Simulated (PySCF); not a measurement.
Al(Me)2(F) (C₂H₆AlF), SMILES [CH3][Al]([CH3])[F].

Geometry optimised at PBE0-D3(BJ)/def2-SVP. The isomer is the one that the SMILES or the coordinates give; other isomers of the formula were not compared.

Two levels are set side by side: PBE/def2-TZVP (PySCF) and M06-2X/def2-TZVP (PySCF). Same geometry, gas phase. Differences are taken from unrounded values.

```
quantity                     M06-2X
---------------------------  ------
orbital gap (eV)               9.24
highest occupied level (eV)   -9.14
lowest empty level (eV)        0.10
dipole moment (D)              2.00
mean polarisability (bohr³)    47.7
```

What does PBE give, and how far is it from M06-2X? (Estimate from the structure and the level; the computed values follow.)


```tsv
quantity	PBE	PBE minus M06-2X
orbital gap (eV)	5.54	-3.69
highest occupied level (eV)	-6.64	2.49
lowest empty level (eV)	-1.10	-1.20
dipole moment (D)	1.89	-0.11
mean polarisability (bohr³)	50.8	3.1
```

Without exact exchange PBE keeps part of each electron's self-repulsion, which lifts occupied levels and narrows the gap. Loosely held outer electrons make PBE densities more polarisable. Differences between two approximate levels are no errors against the true value.

Rough cost on one machine, each run with all the roots and properties that it gave: M06-2X against PBE about 3 times.
